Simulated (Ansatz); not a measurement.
CH8OSSi2 can be A, `[SiH3]OC[SiH2]S`, or B, `O[SiH2]C[SiH2]S`.

Calculated with Ansatz (gas phase, PBE0-D4/def2-TZVP geometries, no zero-point term in ΔE). CCSD(T)/CBS adds triple-zeta CCSD(T) − MP2 to the extrapolated MP2 energy (def2 sets, frozen cores). DFT in def2-TZVPP. B3LYP here is the variant with VWN-RPA as its local correlation; programs differ in this. One conformer a species, not always the lowest.

Problem. Which isomer does CCSD(T)/CBS put lower? Give the gap. (Best estimate.)

Solution. Computed: B, by 121.9 kJ/mol.

Problem. Give E(B) − E(A) in kJ/mol with ωB97M-V, B2PLYP, PBE-D4, HF/def2-TZVPP, B3LYP-D4, r2SCAN-D4, CCSD/def2-TZVPP. (Estimate.)

Solution. Computed: ωB97M-V -118.2, B2PLYP -114.6, PBE-D4 -115.8, HF/def2-TZVPP -106.0, B3LYP-D4 -109.2, r2SCAN-D4 -120.7, CCSD/def2-TZVPP -117.1. None reverses the order clearly.

Largest T1 diagnostic: 0.012.

In def2-TZVPP, CCSD(T) changes the Hartree–Fock value by −11.8 kJ/mol (the triples alone add −0.8 kJ/mol) and MP2 by −19.8 kJ/mol. From PBE to PBE0 (25 % exact exchange), in def2-TZVPP and without D4, E(B) − E(A) moves by −4.0 kJ/mol.
